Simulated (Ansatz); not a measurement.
`C=C[NH][InH2]` + `C1=C[SiH2]1` → `C=CC1=C[SiH2]1` + `[NH2][InH2]` at 600 K and 1 bar (formal exchange of groups at a C–N bond).

Gas-phase electronic energies from Ansatz, PBE0-D4/def2-TZVP geometries. CCSD(T)/CBS adds triple-zeta CCSD(T) − MP2 to the extrapolated MP2 energy (def2 sets, frozen cores). def2 core potentials past Kr. For In outer-core shells are correlated without core-valence functions, which leaves a few kJ/mol of doubt a bond. One conformer a species, not always the lowest.

| species | CCSD(T)/CBS energy (Eh) | H − E (kJ/mol) | S (J/(mol·K)) |
| --- | --- | --- | --- |
| `C=C[NH][InH2]` | -324.18945 | 242.8 | 426.4 |
| `C1=C[SiH2]1` | -367.50726 | 160.3 | 314.3 |
| `C=CC1=C[SiH2]1` | -444.80566 | 268.9 | 407.2 |
| `[NH2][InH2]` | -246.90424 | 135.4 | 338.1 |

H − E and S are ideal-gas, rigid-rotor, harmonic terms from PBE0-D4/def2-TZVP, for one conformer and one mirror image of each species. 1 Eh = 2625.50 kJ/mol, R = 8.31446 J/(mol·K).

Question: By hand: ΔE, ΔH, ΔS and ΔG.

Answer: ΔE = (-444.80566) + (-246.90424) − (-324.18945) − (-367.50726) = -0.01319 Eh = -34.6 kJ/mol. Δ(H − E) = 268.9 + 135.4 − 242.8 − 160.3 = 1.2, so ΔH = -33.4 kJ/mol. ΔS = 407.2 + 338.1 − 426.4 − 314.3 = 4.6 J/(mol·K). ΔG = -33.4 − 600 × (4.6)/1000 = -36.2 kJ/mol.

Question: By hand: the equilibrium constant, and the temperature at which ΔG would vanish if ΔH and ΔS stayed fixed.

Answer: log₁₀ K = −ΔG/(RT ln 10) = 3.2. ΔH and −TΔS have one sign here, so there is no such temperature.

The number of gas molecules stays the same, so ΔS is small and ΔH decides. A doubt of 5 kJ/mol in ΔE shifts log₁₀ K by 0.4 here. Other conformers and mirror images would add mixing entropy, several J/(mol·K) or more a flexible species. These are equilibria of isolated gas molecules and say nothing of rates. Largest T1 diagnostic: 0.016 (customary marks: 0.02 for closed shells, 0.045 for open ones).

ΔS is within the doubt of such terms, so its sign, and with it that verdict, could turn.
